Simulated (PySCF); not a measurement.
A PySCF script (with the pyscf-properties extension) for the NMR shieldings of `C[C@@H](CCF)S(=O)(=O)O`, C$_{4}$H$_{9}$FO$_{3}$S, on a PBE0-D3(BJ)/def2-SVP geometry:

```python
import basis_set_exchange as bse
import numpy as np
from pyscf import gto, dft
from pyscf.prop import nmr

atoms = """
C     0.730847    1.708932    0.479523
C     0.174826    0.302958    0.338777
C    -1.225375    0.271054   -0.277589
C    -1.996219   -1.004726   -0.022656
F    -2.116230   -1.198169    1.336349
S     1.281334   -0.674406   -0.692133
O     0.855057   -2.067430   -0.702348
O     1.519071    0.050022   -1.921571
O     2.664053   -0.623763    0.165577
H     0.094054    2.283725    1.167733
H     1.753857    1.698439    0.879403
H     0.743904    2.216174   -0.495786
H     0.161004   -0.224146    1.306022
H    -1.788251    1.112400    0.158395
H    -1.162103    0.464240   -1.361654
H    -3.007448   -0.928551   -0.455381
H    -1.483642   -1.877768   -0.453044
H     2.777353   -1.501934    0.560878
"""
names = dict.fromkeys(["C", "F", "S", "O", "H"], "pcSseg-1")
basis = {el: gto.basis.parse(bse.get_basis(n, elements=[el], fmt="nwchem")) for el, n in names.items()}
mol = gto.M(atom=atoms, basis=basis, charge=0, verbose=0)
mf = dft.RKS(mol, xc="HYB_GGA_XC_WP04")
mf.grids.level = 2
mf.grids.alignment = dft.numint.BLKSIZE   # the property module wants whole blocks of grid points
mf.conv_tol = 1e-9
mf.kernel()

calc = nmr.RKS(mf)   # GIAO
C = mf.mo_coeff
Co = C[:, mf.mo_occ > 0]
resp = mf.gen_response(singlet=True, hermi=2)
def vind(x):   # induced exchange potential for any number of trial vectors
    d = np.einsum("pi,xij,qj->xpq", C, 2 * x.reshape(-1, C.shape[1], Co.shape[1]), Co, optimize=True)
    return np.einsum("xpq,pi,qj->xij", resp(d - d.transpose(0, 2, 1)), C, Co, optimize=True).ravel()
mo1, _ = nmr.rhf.solve_mo1(calc, with_cphf=vind)
sigma = calc.kernel(mo1)
for i, s in enumerate(sigma):   # ppm
    print("%2d %-2s %9.2f" % (i, mol.atom_pure_symbol(i), np.trace(s) / 3))
```

Q: What are the results?

A: 
```
 0 C     152.94
 1 C     107.75
 2 C     136.42
 3 C      89.00
 4 F     416.78
 5 S     120.01
 6 O      78.39
 7 O      99.80
 8 O     114.83
 9 H      30.50
10 H      29.69
11 H      29.97
12 H      28.24
13 H      29.81
14 H      29.71
15 H      27.28
16 H      26.44
17 H      27.02
```

These numbers come from an equivalent density-fitted implementation of the same equations, which agrees with the script to about 0.01 ppm for H and up to a few tenths of a ppm for heavy atoms, so last digits may differ.

Q: Turn these shieldings into chemical shifts. Chemical shifts δ = σref − σ; TMS for 13C (172.44 ppm) and 1H (31.56 ppm); 19F (176.96 ppm) vs CFCl3; 33S (462.27 ppm) against CS2; 17O (317.54 ppm) vs H2O, all at this level.

A: Averaging equivalent atoms: C 3: 83.4; C 1: 64.7; C 2: 36.0; C 0: 19.5; F 4: -239.8; S 5: 342; O 6: 239.2; O 7: 217.7; O 8: 202.7; H 16: 5.12; H 17: 4.55; H 15: 4.28; H 12: 3.32; H 14: 1.85; H 13: 1.76; H 9/10/11: 1.51 ppm. Unscaled 19F shifts against computed CFCl3 carry errors that often reach 10 to 50 ppm. Experimental scales use liquid or dissolved standards, which lie at an offset from isolated H2O (liquid H2O: subtract about 36 ppm).

Size and cost of the density-fitted run: 205 basis functions, 46 s wall time on 1 thread of an Arm Neoverse V1, shared host; peak memory 0.92 GiB.
